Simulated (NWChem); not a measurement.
Atomisation of CH3FSn

```
C
H 1 1.1081
H 1 1.1113 2 109.45
H 1 1.1113 2 109.45 3 -117.62
Sn 1 2.2207 2 109.06 3 121.19
F 5 1.9877 1 94.19 2 0.00
```
Charge 0, spin multiplicity 1.

Program: NWChem. The geometry was optimised at PBE/def2-SVP with def2 effective core potentials on Sn, a minimum by its harmonic frequencies.

Basis set: def2-TZVP. The atomisation energy is electronic alone: no zero-point, thermal, spin-orbit or counterpoise terms. No value is extrapolated to the basis-set limit. Free atoms are single determinants with multiplicities Sn 3, F 2, C 3, H 2.

Effective core potentials replace the inner electrons of Sn; spin-orbit coupling is left out. B3LYP has NWChem's definition, with VWN1-RPA local correlation. The structure started from a generated list of species. No SCF solution was tested for a lower state. Open-shell Hartree-Fock references start from PBE0 orbitals.

**Question.** One of these methods gave an atomisation energy of 344.1 kcal/mol. Which?
A. BHandHLYP
B. B3LYP
C. PBE0
D. HF

**Answer.** D, HF. The others give 462.7 (BHandHLYP), 478.6 (PBE0), 480.8 (B3LYP).
